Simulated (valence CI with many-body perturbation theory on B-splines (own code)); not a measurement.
## Valence orbitals of Cr XIX

Calculated by relativistic CI+MBPT: four valence electrons over a frozen Dirac-Fock core [He], a basis of 11 s, 11 p, 9 d, 7 f, 5 g, 2 h, 1 i functions for each j, with the one-electron correlation potential Σ1 (screened to all orders), the two-electron term Σ2, the three-electron term Σ3, Breit, model QED; selected single and double excitations, second order for the rest (own B-spline code, finite nucleus).

No measured levels were compared; by estimate levels of excited configurations hold to 0.05 to 0.15 % of their energy, terms of the ground configuration to about 0.5 %. Among the levels kept, up to 260 cm⁻¹ of a level comes from second order outside the variational space, and about a tenth of that is noise between levels of different J, which matters for small intervals.

These are the spectroscopic orbitals of the CI (the correlating ones are not listed), shaped by the core and the other valence electrons. h is the expectation value of the core's Dirac-Fock operator, without the valence repulsion; Σ1 is computed up to l = 3 at one energy for each symmetry, that of its lowest orbital but kept below the first core excitation, so for empty shells it is not the orbital's own correlation shift; Breit and QED include the response of the core.

```tsv
Orbital	h (hartree)	Σ1 (cm⁻¹)	Breit (cm⁻¹)	QED (cm⁻¹)	⟨r⟩ (bohr)
2s1/2	-63.169	-1097	3102	2540	0.2717
3s1/2	-27.562	-248	836	704	0.6393
4s1/2	-15.333	-93.2	329	279	1.170
5s1/2	-9.751	-45.3	163	139	1.857
2p1/2	-61.499	-2511	5946	-159	0.2340
3p1/2	-27.06	-530	1578	-44.0	0.6118
4p1/2	-15.122	-199	629	-17.7	1.151
5p1/2	-9.6432	-96.7	314	-8.9	1.846
2p3/2	-61.068	-2393	2657	38.6	0.2363
3p3/2	-26.933	-506	688	9.8	0.6150
4p3/2	-15.069	-190	273	3.9	1.155
5p3/2	-9.6163	-92.3	136	1.9	1.851
3d3/2	-26.665	-198	41.7	-7.9	0.5328
4d3/2	-14.956	-83.7	22.5	-3.2	1.081
5d3/2	-9.5582	-42.9	12.6	-1.6	1.785
3d5/2	-26.627	-195	12.5	8.0	0.5338
4d5/2	-14.94	-82.3	6.7	3.5	1.082
5d5/2	-9.5501	-42.2	3.7	1.8	1.786
4f5/2	-14.873	-15.1	0.2	-1.7	0.9428
5f5/2	-9.5191	-8.6	0.1	-0.8	1.651
4f7/2	-14.865	-15.0	0.0	1.3	0.9435
5f7/2	-9.5153	-8.5	0.0	0.7	1.652
5g7/2	-9.5052		0.0	-0.5	1.446
5g9/2	-9.5029		0.0	0.4	1.446
```

Among the shells of the start configuration 2s2 2p2, Σ1 is largest in size for 2p1/2, where it is 0.019 % of h.

Lowest root of each symmetry, sizes in configuration state functions:

```csv
J,Parity,Roots,Reference,Variational,Second order,Change by selected CI (cm⁻¹),Change by second order (cm⁻¹)
0,even,12,38,23609,112247,-16159,-3
1,even,18,83,39996,315341,-15947,-22
2,even,19,93,39998,539540,-16394,-53
3,even,9,63,39986,514325,-20365,-117
4,even,4,31,39458,409402,-15123,-12
5,even,2,11,21868,253601,-15516,-12
0,odd,8,37,20119,103929,-19886,-3
1,odd,18,94,39999,398038,-18514,-18
2,odd,19,100,39995,544937,-8957,-50
3,odd,11,70,39997,607126,-18115,-63
4,odd,4,36,36743,432499,-22310,-23
```
